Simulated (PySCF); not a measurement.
Simulation results for CH$_{8}$BNSi

Calculation on a computer-drawn molecule: the log of a Hartree-Fock and frozen-core CCSD(T) single point meant for a local Hartree-Fock minimum, with one planted fault or none, to be diagnosed. Offsets are logged minus clean, where the clean run is the same molecule without the fault. The reference is restricted for singlets and unrestricted otherwise, and also for a bond in bohr or an excited solution. Adding or removing an electron swaps singlet and doublet. The excited solution moves the top pair (singlet) or top alpha electron (doublet) to the lowest empty orbital. Highest occupied and lowest empty are orbital energies over both spins, largest force is the largest gradient component, triples share is (T) over the correlation energy, the T1 limit is 0.02 restricted and 0.045 unrestricted, electrons count all cores, a negative frequency is imaginary (commonest isotopes), and the dipole is about the centre of nuclear charge. Program: PySCF 2.14.0.

## CH$_{8}$BNSi

Logged structure:
```xyz
12
CH8BNSi
C      0.3716    -0.0186     0.9929
B      0.1128     0.9012    -0.0924
N     -0.8763     1.7301    -0.1077
Si    -2.0188     1.9697     0.9782
H      1.2871     0.1466     1.3613
H     -0.2748     0.0179     1.7526
H      0.3810    -0.9560     0.6433
H      0.7915     0.9041    -0.9608
H     -0.9319     2.2605    -0.8522
H     -2.8181     2.9460     0.4947
H     -1.5077     2.3621     2.1652
H     -2.7546     0.8563     1.1856
```

* meant charge: 0
* meant multiplicity: 1
* meant basis: cc-pV(D+d)Z
* logged electrons: 40
* logged basis functions: 105
* logged SCF converged: yes
* logged spin squared: 0
* logged highest occupied: -11.739 eV
* logged lowest empty: 4.4747 eV
* logged largest force: 0.091115 hartree/bohr
* logged T1 diagnostic: 0.010076
* logged D1 diagnostic: 0.033396
* logged triples share: 0.023707
* logged CC converged: yes
* logged dipole magnitude: 0.70519 debye
* logged SCF stable within its kind: yes
* logged energy HF: -410.56759 hartree
* logged energy CCSD(T): -411.13187 hartree
* possible faults: no fault, one electron removed, one electron added, multiplicity raised by two, geometry at a saddle point, SCF held on an excited solution, minimal basis STO-3G, one bond length entered in bohr, all coordinates scaled
* planted fault: all coordinates scaled, by -8.7 %
* HF energy offset from clean run: 64.08 kcal/mol
* CCSD(T) energy offset from clean run: 72.63 kcal/mol

Drawn bonds:
```csv
atom,other atom,order
1,2,1
2,3,1
3,4,1
1,5,1
1,6,1
1,7,1
2,8,1
3,9,1
4,10,1
4,11,1
4,12,1
```
